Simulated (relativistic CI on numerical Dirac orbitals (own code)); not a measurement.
**Ne II: calculation against measurement**

Calculated at this level of theory: Dirac-Coulomb-Breit CI, separate exchange-only KLI orbitals for each configuration, model QED, valence Slater integrals scaled by 0.85, configuration energies shifted to the measured levels that pair with them (semi-empirical) (own radial code, finite nucleus).

CI space (outside the closed core 1s2): 2s²2p⁵, 2s2p⁶, 2s²2p⁴3s, 2s²2p⁴3p, 2s²2p⁴3d, 2s²2p⁴4s, 2s²2p⁴4p, 2s²2p⁴4d, 2s²2p⁴4f, 2s²2p³3s², 2s²2p³3s3p. Levels of other configurations are missing.

| Configuration | Term (tabulated) | J | Measured (cm⁻¹) | Computed | Error | Purity (%) |
| --- | --- | --- | --- | --- | --- | --- |
| 2s²2p⁵ | 2P° | 3/2 | 0.0 | 0 | 0 | 100 |
| 2s²2p⁵ | 2P° | 1/2 | 780.3 | 764 | -17 | 100 |
| 2s2p⁶ | 2S | 1/2 | 217047.6 | 217048 | 0 | 98 |
| 2s²2p⁴3s | 4P | 5/2 | 219130.8 | 219400 | 270 | 100 |
| 2s²2p⁴3s | 4P | 3/2 | 219648.4 | 219911 | 263 | 100 |
| 2s²2p⁴3s | 4P | 1/2 | 219947.5 | 220209 | 261 | 100 |
| 2s²2p⁴3s | 2P | 3/2 | 224087.0 | 223826 | -261 | 99 |
| 2s²2p⁴3s | 2P | 1/2 | 224699.3 | 224431 | -268 | 100 |
| 2s²2p⁴3p | 4P° | 5/2 | 246192.5 | 246821 | 628 | 99 |
| 2s²2p⁴3s | 2D | 5/2 | 246394.1 | 244446 | -1948 | 100 |
| 2s²2p⁴3s | 2D | 3/2 | 246397.5 | 244450 | -1948 | 100 |
| 2s²2p⁴3p | 4P° | 3/2 | 246415.0 | 247040 | 625 | 98 |
| 2s²2p⁴3p | 4P° | 1/2 | 246597.7 | 247229 | 631 | 99 |
| 2s²2p⁴3p | 4D° | 7/2 | 249108.6 | 248733 | -376 | 100 |
| 2s²2p⁴3p | 4D° | 5/2 | 249446.0 | 249074 | -372 | 96 |
| 2s²2p⁴3p | 4D° | 3/2 | 249695.5 | 249323 | -372 | 98 |
| 2s²2p⁴3p | 4D° | 1/2 | 249839.6 | 249465 | -375 | 100 |
| 2s²2p⁴3p | 2P° | 3/2 | 254165.0 | 254510 | 345 | 98 |
| 2s²2p⁴3p | 2P° | 1/2 | 254292.2 | 254600 | 307 | 97 |
| 2s²2p⁴3p | 2P° | 3/2 | 276276.8 | 275304 | -973 | 90 |
| 2s²2p⁴3p | 2P° | 1/2 | 276511.8 | 275537 | -975 | 91 |
| 2s²2p⁴3s | 2S | 1/2 | 276677.1 | 279334 | 2657 | 98 |
| 2s²2p⁴3d | 4D | 5/2 | 279218.7 | 279328 | 109 | 93 |
| 2s²2p⁴3d | 2P | 3/2 | 281720.3 | 281720 | 0 | 80 |
| 2s²2p⁴4s | 2P | 3/2 | 283322.3 | 283322 | 0 | 93 |

Measured levels from NIST Handbook of Basic Atomic Spectroscopic Data (Sansonetti and Martin, J. Phys. Chem. Ref. Data 34, 1559 (2005)); pairs were made by configuration, J and term (by order where the table uses no LS term), so strongly mixed levels may be paired wrongly.

Mean error by configuration (cm⁻¹): 2s²2p⁵ -17; 2s2p⁶ 0; 2s²2p⁴3s -122; 2s²2p⁴3p -82; 2s²2p⁴3d 55; 2s²2p⁴4s 0. Over the excited levels the mean absolute error is 583 cm⁻¹ (24 of the 27 excited levels that our extract of the source holds in range could be paired, and the others can miss by more), and the median relative error of those above 1,000 cm⁻¹ is 0.15 %, both after the shifts were fitted to these levels, so that a configuration with one level shows no error.

Transition probabilities of persistent lines. The last column rescales the computed rate by the cube of measured over computed energy:

```csv
λ measured (Å),Lower,Upper,A tabulated (s⁻¹),A computed,A rescaled
352.95 vacuum,2s²2p⁵ ²P°3/2,2s²2p⁴4s ²P3/2,6.69e+08,8.57e+08,8.57e+08
354.96 vacuum,2s²2p⁵ ²P°3/2,2s²2p⁴3d ²P3/2,1.73e+09,1.22e+09,1.22e+09
445.04 vacuum,2s²2p⁵ ²P°3/2,2s²2p⁴3s ²P1/2,1.31e+09,1.31e+09,1.32e+09
446.26 vacuum,2s²2p⁵ ²P°3/2,2s²2p⁴3s ²P3/2,3.26e+09,3.36e+09,3.37e+09
446.59 vacuum,2s²2p⁵ ²P°1/2,2s²2p⁴3s ²P1/2,2.60e+09,2.69e+09,2.70e+09
460.73 vacuum,2s²2p⁵ ²P°3/2,2s2p⁶ ²S1/2,5.39e+09,9.46e+09,9.46e+09
462.39 vacuum,2s²2p⁵ ²P°1/2,2s2p⁶ ²S1/2,2.66e+09,4.62e+09,4.62e+09
3027.02 air,2s²2p⁴3p ⁴P°5/2,2s²2p⁴3d ⁴D5/2,1.40e+08,1.44e+08,1.51e+08
3323.74 air,2s²2p⁴3s ²P3/2,2s²2p⁴3p ²P°3/2,1.60e+08,1.64e+08,1.54e+08
3766.26 air,2s²2p⁴3s ⁴P3/2,2s²2p⁴3p ⁴P°5/2,2.90e+07,3.07e+07,2.95e+07
3777.13 air,2s²2p⁴3s ⁴P1/2,2s²2p⁴3p ⁴P°3/2,4.20e+07,4.53e+07,4.35e+07
```

Configurations whose levels could be paired with our table of measured levels were shifted onto them, all but the ground configuration, by the median error of their levels; single terms can still be off by 1,000 to 2,000 cm⁻¹ or more, and rates follow the energies as ν³ (E1, M1) or ν⁵ (E2). The others borrow a shift and can be off by several thousand cm⁻¹ or more. The fine structure of a lone outer electron comes out too small, for d and f at times inverted, and misplaced configurations move strength between like terms. 24 of the 27 excited levels that our extract of the measured tables holds in this range could be paired (the sources list more); they are missed by 583 cm⁻¹ on average and 2657 at most, after the shifts were fitted to these levels, and levels without a partner can miss by more.

Shifts applied (cm⁻¹): 2s²2p⁵ 0; 2s2p⁶ -21429; 2s²2p⁴3s 2597; 2s²2p⁴3d 3556; 2s²2p⁴4s 2661.
